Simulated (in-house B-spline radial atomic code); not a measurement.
Configurations of Eu II (Eu+), with energies counted from [Xe] 4f7 6s1. All numbers are computed (scalar-relativistic (X2C) r2SCAN0, spin-polarised, spherical fractional occupations, exact exchange averaged over the configuration; Fermi nucleus of rms radius 5.1115 fm) with a B-spline radial code for spherical atoms, not measured. Shells without spins written out take the highest spin.

Occupations are held fixed; configurations that lie above the ionisation limit could autoionise.

| configuration | E - E(ref) (eV) | highest orbital | its <r> (bohr) |
| --- | --- | --- | --- |
| [Xe] 4f6 6s2 | 5.6077 | 6s down | 3.716 |
| [Xe] 4f6 6s1 6p1 | 8.0175 | 6p up | 4.322 |
| [Xe] 4f6 6s1 7s1 | 12.02 | 7s up | 7.489 |
| [Xe] 4f6 6s1 7p1 | 13.138 | 7p up | 8.969 |
| [Kr] 4d10 4f7 5s2 5p5 6s1 6d1 | 29.035 | 6d up | 6.966 |

Q: Order these further configurations by energy, lowest first.
A. [Kr] 4d10 4f8 5s2 5p5 6s1
B. [Kr] 4d9 4f7 5s2 5p6 6s1 7f1
C. [Kr] 4d9 4f7 5s2 5p6 6s1 7p1
D. [Kr] 4d10 4f7 5s2 5p5 6s2
E. [Xe] 4f7 7f1

A: E (9.5624 eV), D (22.158 eV), A (25.747 eV), C (141.08 eV), B (143.98 eV).

Q: How far above the reference does [Kr] 4d9 4f8 5s2 5p6 6s1 lie?

A: 134.32 eV; its least bound orbital is 4f down with <r> = 1.034 bohr.
